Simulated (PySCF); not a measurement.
PySCF input file for CCl₃, SMILES Cl[C+](Cl)Cl, charge +1, SMD-PBE0/def2-SVP. Coordinates come from a r2SCAN-D4/def2-SVP optimisation.

```python
import numpy as np
from pyscf import gto, scf, dft
from pyscf.solvent import smd

mol = gto.M(
    atom='''
    C     0.00000000    0.00000000    0.00000000
    Cl    1.65557794    0.00000000    0.00000000
    Cl   -0.82778897    1.43377255    0.00000000
    Cl   -0.82778897   -1.43377255    0.00000000
    ''',
    basis='def2-SVP',
    charge=1,
    spin=0,
    max_memory=1600,
    verbose=3,
)
mf = dft.RKS(mol, xc='pbe0').density_fit(auxbasis='def2-universal-jkfit')
mf.grids.level = 3
mf.conv_tol = 1e-9
mf.max_cycle = 100
mf.kernel()
res = {}
for name in ['water', 'benzene', 'methanol']:
    s = mf.SMD()
    s.with_solvent.solvent, s.with_solvent.sasa_ng = name, 302
    s.kernel(mf.make_rdm1())
    res[name] = (s.e_tot, s.with_solvent.get_cds(), s.dip_moment(), s.mo_energy, s.converged)
    print(f'SMD {name}: dG(solv) = {(s.e_tot - mf.e_tot) * 627.509474:.3f} kcal/mol, of which CDS {res[name][1] * 627.509474:.3f}')
```

Program output:

```
converged SCF energy = -1417.38086205281
converged SCF energy = -1417.46124647743

WARN: System has nonzero charge 1; the dipole moment is origin-dependent.
Location of origin: [0. 0. 0.]

Dipole moment(X, Y, Z, Debye):  0.00088, -0.00000, -0.00000
SMD water: dG(solv) = -50.442 kcal/mol, of which CDS 1.997
converged SCF energy = -1417.43148233086

WARN: System has nonzero charge 1; the dipole moment is origin-dependent.
Location of origin: [0. 0. 0.]

Dipole moment(X, Y, Z, Debye):  0.00328, -0.00000, -0.00000
SMD benzene: dG(solv) = -31.765 kcal/mol, of which CDS -2.428
converged SCF energy = -1417.4654989868

WARN: System has nonzero charge 1; the dipole moment is origin-dependent.
Location of origin: [0. 0. 0.]

Dipole moment(X, Y, Z, Debye):  0.00129, -0.00000,  0.00000
SMD methanol: dG(solv) = -53.110 kcal/mol, of which CDS -1.662
```

Self-consistency was reached.
